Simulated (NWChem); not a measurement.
System meant: 1,1,1,3,3-pentafluoropropane (C3H3F5); SMILES FC(F)CC(F)(F)F

NWChem input:

```
start job
memory heap 200 mb stack 900 mb global 1100 mb
geometry units angstroms noautoz
  F     -0.747685    -2.516766    -0.201641
  C     -0.100339    -1.403070     0.255842
  F      1.239446    -1.583368     0.073058
  C     -0.585101    -0.196914    -0.534200
  C     -0.026403     1.128026    -0.049119
  F      1.307697     1.215670    -0.223566
  F     -0.598085     2.158067    -0.712908
  F     -0.277485     1.304239     1.274959
  H     -0.293420    -1.304230     1.348520
  H     -0.313237    -0.334045    -1.599042
  H     -1.688576    -0.146106    -0.461467
end
basis spherical
  F library def2-svp
  C library def2-svp
  H library def2-svp
end
dft
  odft
  mult 2
  xc xpbe96 cpbe96
  iterations 150
  mulliken
end
task dft energy
```

End of the output:

```
 ==============================================================================
                                 internuclear angles
 ------------------------------------------------------------------------------
        center 1       |       center 2       |       center 3       |  degrees
 ------------------------------------------------------------------------------
    1 F                |   2 C                |   3 F                |   108.21
    1 F                |   2 C                |   4 C                |   108.74
    1 F                |   2 C                |   9 H                |   108.57
    3 F                |   2 C                |   4 C                |   110.38
    3 F                |   2 C                |   9 H                |   108.26
    4 C                |   2 C                |   9 H                |   112.57
    2 C                |   4 C                |   5 C                |   114.14
    2 C                |   4 C                |  10 H                |   108.84
    2 C                |   4 C                |  11 H                |   108.66
    5 C                |   4 C                |  10 H                |   108.97
    5 C                |   4 C                |  11 H                |   107.81
   10 H                |   4 C                |  11 H                |   108.27
    4 C                |   5 C                |   6 F                |   112.31
    4 C                |   5 C                |   7 F                |   110.64
    4 C                |   5 C                |   8 F                |   110.89
    6 F                |   5 C                |   7 F                |   107.78
    6 F                |   5 C                |   8 F                |   107.48
    7 F                |   5 C                |   8 F                |   107.54
 ------------------------------------------------------------------------------
                            number of included internuclear angles:         18
 ==============================================================================

 Summary of "ao basis" -> "" (spherical)
 ------------------------------------------------------------------------------
       Tag                 Description            Shells   Functions and Types
 ---------------- ------------------------------  ------  ---------------------
 F                          def2-svp                 6       14   3s2p1d
 C                          def2-svp                 6       14   3s2p1d
 H                          def2-svp                 3        5   2s1p

  pbe96 is a nonlocal functional; adding pw91lda local functional.

                                 NWChem DFT Module
                                 -----------------

 Summary of "ao basis" -> "ao basis" (spherical)
 ------------------------------------------------------------------------------
       Tag                 Description            Shells   Functions and Types
 ---------------- ------------------------------  ------  ---------------------
 F                          def2-svp                 6       14   3s2p1d
 C                          def2-svp                 6       14   3s2p1d
 H                          def2-svp                 3        5   2s1p

  number of electrons :                   66
  multiplicity        :                    2
 ------------------------------------------------------------------------
  no. of electrons and multiplicity not compatible                  66
 ------------------------------------------------------------------------
 ------------------------------------------------------------------------
  current input line :
    28: task dft energy
 ------------------------------------------------------------------------
 ------------------------------------------------------------------------
 There is an error in the input file
 ------------------------------------------------------------------------
 For more information see the NWChem manual at https://nwchemgit.github.io

0: no. of electrons and multiplicity not compatible:Received an Error in Communication
```

Find the fault in this run and fix the input.

The program refused the input. Cause: the multiplicity doesn't fit the number of electrons (an even count wants an odd multiplicity, and the reverse). This input runs:
```
start job
memory heap 200 mb stack 900 mb global 1100 mb
geometry units angstroms noautoz
  F     -0.747685    -2.516766    -0.201641
  C     -0.100339    -1.403070     0.255842
  F      1.239446    -1.583368     0.073058
  C     -0.585101    -0.196914    -0.534200
  C     -0.026403     1.128026    -0.049119
  F      1.307697     1.215670    -0.223566
  F     -0.598085     2.158067    -0.712908
  F     -0.277485     1.304239     1.274959
  H     -0.293420    -1.304230     1.348520
  H     -0.313237    -0.334045    -1.599042
  H     -1.688576    -0.146106    -0.461467
end
basis spherical
  F library def2-svp
  C library def2-svp
  H library def2-svp
end
dft
  xc xpbe96 cpbe96
  iterations 150
  mulliken
end
task dft energy
```
It converges to -614.27529 Ha (PBE/def2-SVP).
